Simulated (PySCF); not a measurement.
## MoOF4: fields on a plane

Method: PBE0 in PySCF with Mo def2-SVP with ECP28, O def2-SVP, F def2-SVP; scalar-relativistic core potentials, no spin–orbit coupling; density-fitted integrals.

The singlet minimum has Mo–F 1.832 Å (×4), Mo–O 1.636 Å; F–Mo–F 86.1° (×4), F–Mo–F 149.7° (×2), F–Mo–O 105.2° (×4).

The plane holds Mo1 at (0.00, 0.00), O2 at (1.64, 0.00), F3 at (-0.48, 1.77), F5 at (-0.48, -1.77) Å. Columns run from x = -2.55 to 4.05 Å, rows from y = 4.05 (top) to -3.75 Å, in steps of 0.3 Å. Other isomers or separated fragments may lie lower. Core electrons replaced by a potential are absent, the electrostatic potential uses the reduced nuclear charge, and values within about 0.7 Å of such atoms have no physical meaning.

**Question.** Give the electrostatic potential (V) (cut at 20 V). Lower edges of the bins (V): '_' -0.51, '.' -0.38, ':' -0.19, '-' 0.11, '=' 0.59, '+' 1.36, '*' 2.57, '#' 4.49, '%' 7.53, '@' 12.36; top 20.0, each point printed twice.

**Answer.** 
```
::::::::..........::::::::::::::::::::::::::::
::::::..............::::::::::::::::::::::::::
::::........____......::::::::::::::::::::::::
::::....____________..::::::::::::::::::::::::
::::..______::::::....::::----------::::::::::
::::..__..==****++--::::--------------::::::::
::::::..--##@@@@@@**==----------------::::::::
----::--++@@@@@@@@%%++======----------::::::::
------==**@@@@@@@@@@**++++====------::::::::::
========**%%@@@@@@%%####**++====----::::::::::
====++++**##@@@@@@@@@@%%##**++++==--::::::::::
==++++**##%%@@@@@@@@@@@@%%%%%%##++--::::::::::
++++**##%%@@@@@@@@@@@@@@@@@@@@@@##==::::::::::
++++**##%%@@@@@@@@@@@@@@@@@@@@@@@@++--::::::::
++++**##%%@@@@@@@@@@@@@@@@@@@@@@@@++--::::::::
++++**##%%@@@@@@@@@@@@@@@@@@@@@@##==::::::::::
==++++**##%%@@@@@@@@@@@@%%%%%%##++--::::::::::
====++++**##@@@@@@@@@@%%##**++++==--::::::::::
========**%%@@@@@@%%####**++====----::::::::::
------==**@@@@@@@@@@**++++====------::::::::::
----::--++@@@@@@@@%%++======----------::::::::
::::::..--##@@@@@@**==----------------::::::::
::::..__..==****++--::::--------------::::::::
::::..______::::::....::::----------::::::::::
::::....____________..::::::::::::::::::::::::
::::........____......::::::::::::::::::::::::
::::::..............::::::::::::::::::::::::::
```

**Question.** Give the electron density (e/Å³) (cut at 5 e/Å³). Lower edges of the bins (e/Å³): '_' 0.000, '.' 0.030, ':' 0.076, '-' 0.151, '=' 0.268, '+' 0.455, '*' 0.750, '#' 1.218, '%' 1.960, '@' 3.136; top 5.00, each point printed twice.

**Answer.** 
```
______________________________________________
______________________________________________
______________________________________________
______________________________________________
__________..::::::..__________________________
________::--++++==--..________________________
______..--**%%@@%%++--..______________________
______::==%%@@@@@@##==..______________________
______::==%%@@@@@@##==::..____________________
______..--**@@@@@@**==::........______________
______..::==**##**++==--------::::..__________
________::--++**%%##**++++****++--::__________
________..--**@@@@@@@@####%%@@%%**--..________
________..==%%@@++++@@%%%%@@@@@@##==..________
________..==%%@@++++@@%%%%@@@@@@##==..________
________..--**@@@@@@@@####%%@@%%**--..________
________::--++**%%##**++++****++--::__________
______..::==**##**++==--------::::..__________
______..--**@@@@@@**==::........______________
______::==%%@@@@@@##==::..____________________
______::==%%@@@@@@##==..______________________
______..--**%%@@%%++--..______________________
________::--++++==--..________________________
__________..::::::..__________________________
______________________________________________
______________________________________________
______________________________________________
```
